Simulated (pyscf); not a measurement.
[H₂B–C–OH] (SMILES B[C]O), singlet

Gas-phase minimum from PySCF at ωB97X-D3(BJ)/def2-SVP, one conformer. [H₂B–C–OH] [singlet] lies 105.6 kcal/mol over its isomer H₃C–B=O, and others may lie lower still (electronic energy, ωB97M-D3(BJ)). 

SMILES: [C](B)O
```xyz
6

B     -1.6563    -0.7752     0.2464
C     -0.7780     0.2889    -0.0028
O      0.0088     1.2769    -0.1380
H     -2.8334    -0.5934     0.0457
H     -1.1737    -1.8190     0.6174
H      0.3632     1.3287    -1.0466
```

Bonds (Å): B1–C2 1.402, B1–H4 1.208, B1–H5 1.208, C2–O3 1.270, O3–H6 0.977. Bond angles (°): C2–B1–H4 117.8, C2–B1–H5 117.4, H4–B1–H5 124.8, B1–C2–O3 175.7, C2–O3–H6 111.4.

Properties at ωB97X-D3(BJ)/def2-SVP:

```
Property                                                                                                                                                                               Value
---------------------------------------------------------------------------------------------------------------------  ---------------------------------------------------------------------
Harmonic wavenumbers, unscaled                                                                                         204, 235, 742, 805, 830, 918, 1134, 1299, 1837, 2588, 2685, 3661 cm⁻¹
Zero-point energy                                                                                                                                                              24.2 kcal/mol
Rotational symmetry number                                                                                                                                                                 1
Entropy of this conformer at 298 K and 1 atm, rigid rotor and harmonic oscillator, modes under 100 cm⁻¹ raised to 100                                                        262.5 J/(mol K)
Dipole moment                                                                                                                                                                         3.36 D
```

Single-point totals, which compare only within one level (frozen core for MP2 and CC):

```tsv
level	total energy (hartree)
ωB97X-D3(BJ)/def2-TZVP	-139.98319
PBE/def2-TZVP	-139.76508
r²SCAN/def2-TZVP	-139.85552
B3LYP-D3(BJ)/def2-TZVP	-139.95081
PBE0-D3(BJ)/def2-TZVP	-139.77016
M06-2X/def2-TZVP	-139.87559
ωB97M-D3(BJ)/def2-TZVP	-139.97357
HF/def2-TZVPP	-139.11349
MP2/def2-TZVPP	-139.59930
CCSD/def2-TZVPP	-139.62578
CCSD(T)/def2-TZVPP	-139.64769
```

The CCSD(T) − MP2 part came from Ansatz, without density fitting, on the same reference.
